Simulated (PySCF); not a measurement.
Saddle point of GeH5, doublet (GeH₄ + H → GeH₃ + H₂; bonds formed: H1–H3; bonds broken: H1–Ge2), PBE0-D4/def2-TZVP structure:

| atom | x (Å) | y (Å) | z (Å) |
| --- | --- | --- | --- |
| H1 | 0.0007 | -1.0058 | -0.2913 |
| Ge2 | -0.0019 | 0.5034 | 0.1421 |
| H3 | 0.0108 | -2.4558 | -0.6958 |
| H4 | -1.3367 | 1.1407 | -0.2669 |
| H5 | 1.1569 | 1.2307 | -0.5535 |
| H6 | 0.1702 | 0.5868 | 1.6652 |

Energies are electronic, without zero-point energy. Barriers and step energies count from the start structure reached by relaxing down the imaginary mode; all methods use the PBE0-D4 structures, on which another method's saddle can fall below an end. PySCF 2.14 with density fitting (its default auxiliary sets; JK sets also for MP2 and CCSD(T)); basis: def2-TZVPP, with def2-QZVPP for the basis limit; cores frozen in the correlated methods; orbitals are unrestricted. Filled d shells of the heavier atoms are correlated. The def2 sets are not built for correlating such inner shells, so the correlated values are less sure here. B3LYP uses VWN-RPA correlation. Extrapolation: Hartree–Fock as exp(−7.88 √X), correlation as X^−2.97.

```
   method  barrier (kJ/mol)  step energy (kJ/mol)
    SPW92                 ?                 -71.6
   PBE-D4              -0.3                 -78.9
r2SCAN-D4              -5.5                 -85.7
  PBE0-D4                 ?                 -75.6
 B3LYP-D4              -1.2                 -89.4
 BHLYP-D4               4.8                 -82.9
  wB97M-V                 ?                 -82.5
       HF              28.1                 -59.7
      MP2              17.1                 -68.2
     CCSD              13.3                 -79.6
  CCSD(T)              12.4                 -78.2
```

(1) Fill in the withheld barriers. (An estimate is asked for; the value comes from the calculation.)

T1 diagnostic: at most 0.013. ⟨S²⟩ of the unrestricted Hartree–Fock references: 0.75 to 0.76 (a pure state has 0.75). The start structure is not quite a true minimum (one mode of 27i cm⁻¹). The end structure is not quite a true minimum (one mode of 32i cm⁻¹).

## Answers

(1) The calculation gives: wB97M-V 12.1; PBE0-D4 4.5; SPW92 -15.6 kJ/mol. Each is the energy of the saddle less that of the start structure, by the same method.

For comparison, the barrier by CCSD(T) at an estimated basis limit (MP2 extrapolated from triple and quadruple zeta, plus CCSD(T) − MP2 in triple zeta) is 11.6 kJ/mol.

Radical steps of this kind take place in plasma deposition and etching.

For scale, one of the runs: CCSD(T)/def2-TZVPP, 118 basis functions, launched by `OMP_NUM_THREADS=4 python run.py`. The run took 2.1 min on 4 CPU threads of a Oxide Virtual Turin-like (shared host), with 0.72 GiB of host memory at its peak.
